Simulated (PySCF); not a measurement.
O$_{3}$W, triplet, geometry from GFN2-xTB (such geometries of metal compounds can be far from the true shape) (the multiplicity is a formal guess) (core potentials on W); PySCF with PBE/def2-SVP.

Here is a job for PySCF.
```python
from pyscf import gto, scf, dft

mol = gto.M(
    atom='''
W    -0.00000000   -0.00000000   -0.00000000
O     1.53904904   -0.32151783   -0.68643171
O    -0.49796156   -0.83029806    1.41628866
O    -1.04108748    1.15181589   -0.72985695
''',
    basis='def2-svp',
    ecp={'W': 'def2-svp'},
    spin=2,
    verbose=4,
)

mf = dft.UKS(mol)
mf.xc = 'pbe'
mf.kernel()
```

**Question.** Predict the main parts of the log of this PySCF run.

**Answer.** 
```
PySCF version 2.14.0

[INPUT] verbose = 4
[INPUT] num. atoms = 4
[INPUT] num. electrons = 38
[INPUT] charge = 0
[INPUT] spin (= nelec alpha-beta = 2S) = 2
[INPUT] symmetry False subgroup None
[INPUT] Mole.unit = angstrom
[INPUT] Symbol           X                Y                Z      unit          X                Y                Z       unit  Magmom
[INPUT]  1 W      0.000000000000   0.000000000000   0.000000000000 AA    0.000000000000   0.000000000000   0.000000000000 Bohr   0.0
[INPUT]  2 O      1.539049040000  -0.321517830000  -0.686431710000 AA    2.908381177875  -0.607580642864  -1.297167935117 Bohr   0.0
[INPUT]  3 O     -0.497961560000  -0.830298060000   1.416288660000 AA   -0.941010968961  -1.569035935158   2.676397680727 Bohr   0.0
[INPUT]  4 O     -1.041087480000   1.151815890000  -0.729856950000 AA   -1.967370208914   2.176616578022  -1.379229745610 Bohr   0.0

nuclear repulsion = 137.832522568734
number of shells = 30
number of NR pGTOs = 129
number of NR cGTOs = 74
basis = def2-svp
ecp = {'W': 'def2-svp'}

******** <class 'pyscf.dft.uks.UKS'> ********
method = UKS
initial guess = minao
damping factor = 0
level_shift factor = 0
DIIS = <class 'pyscf.scf.diis.CDIIS'>
diis_start_cycle = 1
diis_space = 8
diis_damp = 0
SCF conv_tol = 1e-09
SCF conv_tol_grad = None
SCF max_cycles = 50
direct_scf = True
direct_scf_tol = 1e-13
number electrons alpha = 20  beta = 18
XC library pyscf.dft.libxc version 7.1.2
    S. Lehtola, C. Steigemann, M. J. T. Oliveira, and M. A. L. Marques,  SoftwareX 7, 1–5 (2018)
XC functionals = pbe
    J. P. Perdew, K. Burke, and M. Ernzerhof,  Phys. Rev. Lett. 77, 3865 (1996)
    J. P. Perdew, K. Burke, and M. Ernzerhof,  Phys. Rev. Lett. 78, 1396 (1997)
    J. P. Perdew, K. Burke, and M. Ernzerhof,  Phys. Rev. Lett. 77, 3865 (1996)
    J. P. Perdew, K. Burke, and M. Ernzerhof,  Phys. Rev. Lett. 78, 1396 (1997)
radial grids:
    Treutler-Ahlrichs [JCP 102, 346 (1995); DOI:10.1063/1.469408] (M4) radial grids

becke partition: Becke, JCP 88, 2547 (1988); DOI:10.1063/1.454033
pruning grids: <function nwchem_prune>
grids dens level: 3
symmetrized grids: False
atomic radii adjust function: <function treutler_atomic_radii_adjust>
small_rho_cutoff = 0
Set gradient conv threshold to 3.16228e-05
tot grids = 66560
init E= -280.29408192008

cycle= 1 E= -291.992066299549  delta_E= -11.7  |g|= 1.03  |ddm|=  5.1

cycle= 2 E= -286.583185938839  delta_E= 5.41  |g|= 3.46  |ddm|= 3.66

cycle= 3 E= -292.285983251634  delta_E= -5.7  |g|= 0.522  |ddm|= 3.39

cycle= 4 E= -291.923930265402  delta_E= 0.362  |g|= 1.06  |ddm|=  1.2

cycle= 5 E= -292.333719162403  delta_E= -0.41  |g|= 0.44  |ddm|= 0.889

cycle= 6 E= -292.302509169168  delta_E= 0.0312  |g|= 0.513  |ddm|= 0.972

cycle= 7 E= -292.424333323458  delta_E= -0.122  |g|= 0.0651  |ddm|= 0.891

cycle= 8 E= -292.420027187774  delta_E= 0.00431  |g|= 0.115  |ddm|= 0.161

cycle= 9 E= -292.426226135271  delta_E= -0.0062  |g|= 0.0172  |ddm|= 0.151

cycle= 10 E= -292.426279236395  delta_E= -5.31e-05  |g|= 0.014  |ddm|= 0.0382

cycle= 11 E= -292.426368488587  delta_E= -8.93e-05  |g|= 0.00228  |ddm|= 0.019

cycle= 12 E= -292.426369468456  delta_E= -9.8e-07  |g|= 0.00183  |ddm|= 0.00348

cycle= 13 E= -292.426370754949  delta_E= -1.29e-06  |g|= 0.000346  |ddm|= 0.00138

cycle= 14 E= -292.426370806834  delta_E= -5.19e-08  |g|= 0.000118  |ddm|= 0.000587

cycle= 15 E= -292.426370813025  delta_E= -6.19e-09  |g|= 4.29e-05  |ddm|= 0.000189

cycle= 16 E= -292.426370813928  delta_E= -9.03e-10  |g|= 2.49e-05  |ddm|= 0.000113

Extra cycle  E= -292.426370794509  delta_E= 1.94e-08  |g|= 0.00021  |ddm|= 0.000311
SCF not converged.
SCF energy = -292.426370794509 after 50 cycles  <S^2> = 2.0045367  2S+1 = 3.0030229
```

The run did not converge; its last values are not results.
